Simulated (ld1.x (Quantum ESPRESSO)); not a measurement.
## Ranking TM potentials for thallium

All share these settings but for the change named:

```
Element                 : thallium
Generator               : ld1.x (Quantum ESPRESSO) 7.5
Type                    : norm-conserving Troullier–Martins (Kleinman–Bylander form)
Functional              : PBE
Relativity              : scalar-relativistic
Frozen core             : [Xe] 4f14 5d10
Valence charge          : 3
Reference configuration : 6s1 6p0 (charge +2)
Partial waves           : 6p (bound, empty): rc 2.30 bohr; 6s (bound): rc 1.65 bohr
Local potential         : the s channel
Core correction         : none
```

Cutoff: the first of the cutoffs (Ry, on a coarse ladder) from which the occupation-weighted sum of valence levels, in a spherical-Bessel basis at the reference potential, stays within 10 and 1 mRy of its value at 400 Ry; the density cutoff is not measured.

The base gives 30 Ry.

Of 6 variants that were run, those that failed, showed a ghost or another fault, or gave nearly equal values are left out.

A variant can come out equal or close to the base.

Q: Rank these variants from softest to hardest (loose cutoff).
A. wave 6p (bound): rc 2.30 bohr becomes 6p (bound): rc 2.60 bohr
B. all radii scaled by about 1.23 (s 2.02, p 2.82 bohr)
C. reference 6s2 6p1

A: B (18 Ry), A (30 Ry), C (40 Ry).
